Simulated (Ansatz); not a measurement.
Reaction (ligand exchange at the Si–C bond): `[SiH3]/C=C/[SiH3]` + `OBOCF` → `FCOBO[SiH3]` + `C=C[SiH3]`

Calculated with Ansatz (gas phase, PBE0-D4/def2-TZVP geometries, no zero-point term in ΔE). CBS: MP2 limit from def2 TZ/QZ plus the TZ coupled-cluster correction, frozen cores. This one scheme is used for every species. Functionals use def2-TZVPP. One conformer a species, not always the lowest.

Is it downhill or uphill in electronic energy at CCSD(T)/CBS, and by how much? (An estimate is asked.)

The calculation gave: Downhill: ΔE = -0.91 eV.

What do these levels give: B97M-V, BHLYP-D4, CAM-B3LYP-D4, ωB97M-V, PBE-QIDH, MP2/def2-QZVPP? (Estimate.)

Ansatz gave: B97M-V -0.90, BHLYP-D4 -0.98, CAM-B3LYP-D4 -0.94, ωB97M-V -0.89, PBE-QIDH -0.87, MP2/def2-QZVPP -0.91 eV.

Largest T1 diagnostic among the species: 0.013.

In def2-TZVPP, CCSD(T) changes the Hartree–Fock value by +0.20 eV (the triples alone add +0.03 eV) and MP2 by +0.20 eV. Leaving LDA and LC-ωPBE aside and taking each functional with its dispersion term where it has one, the values, not all of them listed here, spread over 0.26 eV, from BHLYP-D4 to revPBE-D4.
